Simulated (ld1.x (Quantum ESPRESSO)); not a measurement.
Mo (Z = 42): excitation energies, all-electron against TM

- Element: Mo (Z = 42)
- Generator: ld1.x (Quantum ESPRESSO) 7.5
- Type: norm-conserving Troullier–Martins (Kleinman–Bylander form)
- Functional: BLYP
- Relativity: fully relativistic
- Frozen core: [Ar] 3d10
- Valence charge: 14
- Reference configuration: 4s2 4p6 4d5 5s1 5p0
- Partial waves: 4p (bound): rc 1.80 bohr; 4d (bound): rc 1.95 bohr; 4s (bound): rc 1.80 bohr
- Local potential: the s channel
- Core correction: none

Open shells are filled in proportion to 2j + 1 (rel_dist='average').

Occupied shells without a wave of their own: 5s. They enter only through the test configuration that unscreens the potential.

Energies are relative to the spin-unpolarised reference configuration 4s2 4p6 4d5 5s1 5p0; without spin polarisation the order of configurations can differ from experiment.

| valence configuration | charge | ΔE all-electron (eV) | error AE − PS (meV) |
| --- | --- | --- | --- |
| 4s2 4p6 4d5 5s0 5p0 | +1 | 6.936 | -1487 |
| 4s2 4p6 4d4 5s0 5p0 | +2 | 22.338 | -2169 |
| 4s2 4p6 4d5.5 5s0.5 5p0 | 0 | 0.322 | -530 |
| 4s2 4p6 4d6 5s0 5p0 | 0 | 0.847 | -986 |
| 4s2 4p6 4d4 5s2 5p0 | 0 | 0.119 | +1370 |
| 4s1 4p6 4d5 5s1 5p0 | +1 | 70.083 | +78 |

Problem. What are ΔE and the potential's error for 4s2 4p6 4d3 5s0 5p0?

Solution. ΔE = 48.991 eV all-electron; the error (AE − PS) is -2929 meV.

Levels in the configuration 4s2 4p6 4d4 5s0 5p0:

```tsv
level	all-electron (eV)	pseudo (eV)
4s j=1/2	-82.636	-83.490
4p j=1/2	-58.347	-59.190
4p j=3/2	-55.808	-56.644
4d j=3/2	-20.901	-21.635
4d j=5/2	-20.651	-21.384
```

These tests converged, but a pseudo level misses the all-electron one widely, so the file describes the atom poorly there or has found another state: 4s2 4p6 4d4 5s0 5p0: empty 5s by 2.6 eV; 4s2 4p6 4d3 5s0 5p0: empty 5s by 3.5 eV; 4s2 4p6 4d5.5 5s0.5 5p0: 5s by 1.2 eV; 4s2 4p6 4d4 5s2 5p0: 5s by 1.1 eV. ld1.x printed “convergence not achieved” for 7 of the counted tests; their residual had stalled under 1e-8, short of the target of 1e-14. The 5s level has no wave, so the channel is fitted at the deeper level alone: the likely source of the large errors.

The potential misses its own reference levels by up to 1.1 eV, so it is not fit for use.
